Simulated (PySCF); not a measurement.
# Working out the ionisation energy of N⁺

N⁺ [He] 2s2 2p2 (3P) → N²⁺ [He] 2s2 2p1 (2P). Computed with PySCF 2.14 in cc-pVTZ-DK (4s3p2d1f, 30 functions), with the spin-free X2C one-electron Hamiltonian (Gaussian nucleus). Frozen: 1s2. Energies in hartree (1 hartree = 27.21139 eV):

```tsv
part	N⁺ (lower)	N²⁺ (upper)
UHF	-53.919642	-52.847110
CCSD correlation	-0.092547	-0.083025
(T)	-0.001595	-0.001032
```

Q: What does Hartree-Fock give?

A: (-52.847110) − (-53.919642) = 1.072532 hartree = 29.185 eV.

Q: What do CCSD and CCSD(T) give?

A: The CCSD correlation energies differ by 0.009522 hartree = 0.259 eV and the triples by 0.000563 hartree = 0.015 eV, so CCSD gives 29.444 eV and CCSD(T) 29.459 eV.

Reference: 29.601 eV (semi-empirical (NIST evaluation); NIST Atomic Spectra Database, ionization energies), between the lowest levels; spin-orbit coupling is absent from the calculation.

What remains against the reference includes basis incompleteness, the frozen core and higher excitations.
